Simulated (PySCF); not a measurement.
WF2H4, SMILES [F][WH4][F], multiplicity 1. Atoms are numbered in the order given.

```xyz
7

W      0.0000     0.0000    -0.0826
F      1.8169     0.0000     0.4259
F     -1.8169     0.0000     0.4259
H     -0.8723     0.0000    -1.5239
H      0.0000    -1.4620     0.7456
H      0.0000     1.4620     0.7456
H      0.8723     0.0000    -1.5239
```

The structure is a stationary point at PBE0-D3(BJ)/def2-TZVP. A frequency run showed that this geometry is not a minimum. The spin state was assumed, not searched. The structure was generated by enumeration; whether it is a known compound was not checked. The def2 effective core potentials stand for the cores of W; spin–orbit coupling is left out.

The numbers are results of PBE/def2-TZVPD run with PySCF, not measurements.

Mulliken values depend strongly on the basis, most of all with diffuse functions as here. ESP charges are fitted to the potential on shells at 1.4 to 2.0 van der Waals radii. Atomic charges (e):

| atom | Mulliken | ESP fit |
|---|---|---|
| W1 | 0.91 | ? |
| F2 | -0.41 | ? |
| F3 | -0.41 | ? |
| H4 | -0.06 | ? |
| H5 | 0.02 | ? |
| H6 | 0.02 | ? |
| H7 | -0.06 | ? |

What belongs in the gaps? (The exact figures need the calculation; the answer reports its results.)


- W1, ESP fit: 1.02
- F2, ESP fit: -0.32
- F3, ESP fit: -0.32
- H4, ESP fit: -0.13
- H5, ESP fit: -0.06
- H6, ESP fit: -0.06
- H7, ESP fit: -0.13
